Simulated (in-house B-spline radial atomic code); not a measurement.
Atomic self-consistent-field run: the phosphorus ion P³⁺. Method: Dirac-Kohn-Sham LDA VWN5, spherical fractional occupations, Fermi nucleus of rms radius 3.1889 fm, inside a hard spherical wall at 6.05 bohr. Calculated with an all-electron radial atomic-structure program (B-spline basis).

Command:
```bash
python run_scf.py task.json out
```
Settings (nuclear radius in fm, mass in u):
```
Z                15
configuration    [He] 2s1 2p6 3s2 3d1
hamiltonian      dirac
method           lda,vwn
spin_polarised   False
nucleus          fermi
rms_radius       3.1889
atomic_mass      30.97376
speed_of_light   137.035999084
wall_radius      6.05
```

Output (hartree, bohr):
```
 radial grid: 65 intervals, B-splines of order 8, outer radius 6.05 bohr

 iter        energy (Eh)    residual
    1        -328.724446    3.79e-01
    2        -330.830858    1.92e-01
    3        -331.269332    5.49e-02
    4        -331.308843    1.50e-02
    5        -331.311673    7.00e-03
    6        -331.312355    8.71e-05
    7        -331.312355    8.44e-06
    8        -331.312355    1.42e-07

 total energy                      -331.31236
 kinetic                             332.2840
 electron-nucleus                   -769.1142
 Hartree                             125.3543
 exchange-correlation                -19.8365

 first-order corrections (not in the total)
   Gaunt                             0.0726
   retardation                      -0.0053
   frequency dependence             -0.0000
   self-energy                       0.0471
   Uehling                          -0.0030
   Wichmann-Kroll                    0.0000

 orbital      occ     eigenvalue          <r>       <r^2>       <1/r>     <1/r^2>       <r^4>       r_max    small
 1s1/2      2.000       -78.9858      0.10381   0.0145041     14.6145     434.212 0.000543459      0.0678  2.82e-03
 2s1/2      1.000        -8.5898     0.508922    0.307695     2.88682      34.925    0.170333      0.4146  4.36e-04
 2p1/2      2.000        -6.8731      0.46607    0.270656     2.80243     11.0602    0.155797      0.3454  4.18e-04
 2p3/2      4.000        -6.8370     0.468115     0.27288     2.78606     10.8619    0.158161       0.347  4.16e-04
 3s1/2      2.000        -1.8774       1.5693     2.81457    0.888212     4.95285     12.2604       1.388  8.97e-05
 3d3/2      0.400        -0.9367      1.92264     4.34667    0.633241    0.511923     32.6205       1.581  4.87e-05
 3d5/2      0.600        -0.9364      1.92339     4.34972    0.632907     0.51123     32.6591       1.582  4.87e-05
```

Cost of the run: 0.45 s on 1 thread of Intel(R) Xeon(R) 6975P-C, on a shared host.

For the Dirac Hamiltonian the kinetic term is c α·p + (β - 1)c².
